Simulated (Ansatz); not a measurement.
Two isomers of CH5NSeSi: A = `C1N[SiH2][Se]1`, B = `[SiH3]/N=C\[SeH]`.

Computed with Ansatz on PBE0-D4/def2-TZVP structures; ΔE is electronic, products minus reactants. CCSD(T)/CBS is the MP2 limit (def2-TZVPP, def2-QZVPP) plus CCSD(T) − MP2 in def2-TZVPP, frozen cores. Functionals use def2-TZVPP. B3LYP here is the variant with VWN-RPA as its local correlation; programs differ in this. For Se outer-core shells are correlated without core-valence functions, which leaves a few kJ/mol of doubt a bond. Scalar relativity is left out up to krypton. One conformer a species, not always the lowest.

(1) Which is lower in electronic energy at CCSD(T)/CBS, and by how much? (Estimate.)

(2) Give E(B) − E(A) in kJ/mol with CCSD/def2-TZVPP, B2PLYP, PBE-D4, PBE0-D4, r2SCAN-D4, MP2/def2-TZVPP, B3LYP. (Estimate.)

Largest T1 diagnostic: 0.013.

Results:

(1) Ansatz gave: A, by 102.3 kJ/mol.

(2) Computed: CCSD/def2-TZVPP 97.9, B2PLYP 84.9, PBE-D4 86.9, PBE0-D4 107.8, r2SCAN-D4 87.3, MP2/def2-TZVPP 105.7, B3LYP 75.6. None reverses the order clearly.

In def2-TZVPP, CCSD(T) changes the Hartree–Fock value by +4.8 kJ/mol (the triples alone add −4.1 kJ/mol) and MP2 by +16.7 kJ/mol. From PBE to PBE0 (25 % exact exchange), in def2-TZVPP and without D4, E(B) − E(A) moves by +21.3 kJ/mol.
